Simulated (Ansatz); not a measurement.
Input for Ansatz (a program for electronic structure): R-wB97M-V/def2-TZVPP on H4SSiTe (SMILES [SiH3][Te]S), a point of a torsion scan. Elements past Kr take the def2 small-core potentials; no spin–orbit coupling.

Ansatz 0.2 input:
```yaml
crystal:
  periodic: [false, false, false]
  atoms:
    - {symbol: Si, position_ang: [-1.03508190, -0.29186731, 0.11841852]}
    - {symbol: Te, position_ang: [0.52576873, 1.63657162, -0.31618034]}
    - {symbol: S, position_ang: [0.56229460, 1.36009423, -2.70563879]}
    - {symbol: H, position_ang: [-1.01234596, -1.18594239, -1.03039211]}
    - {symbol: H, position_ang: [-2.39600062, 0.18557087, 0.34938752]}
    - {symbol: H, position_ang: [-0.54614436, -0.95507006, 1.32141279]}
    - {symbol: H, position_ang: [1.69980148, 0.68625158, -2.79593093]}
basis:
  gaussian:
    orbitals: def2-TZVPP
hamiltonian:
  xc: {name: wB97M-V}
scf: {lower_state_search: off}
```

The head of its log:

```
WARN ansatz: RAYON_NUM_THREADS=2 ignored (pool sized by the plan → 2); use --threads N
Functional definition: wB97M-V
these checks for a lower state are left out or cut short: stability, starts, cluster_reference, orbital_swaps, neighbouring_geometries, increment
integrals: 0.16 GiB planned
1229 factors; their error is unknown
integrals: 0.19 GiB planned
262 factors; integrals over basis functions are off by at most 3.0e-5 eV
mean field: 1.24 GiB planned
mean field evaluation 1: about -26070.0235 eV, gradient 1.2e1 eV
mean field evaluation 2: about -26070.4085 eV, gradient 7.4e0 eV
```

**Question.** Give the final energy of this run.

**Answer.** -958.0760 hartree.
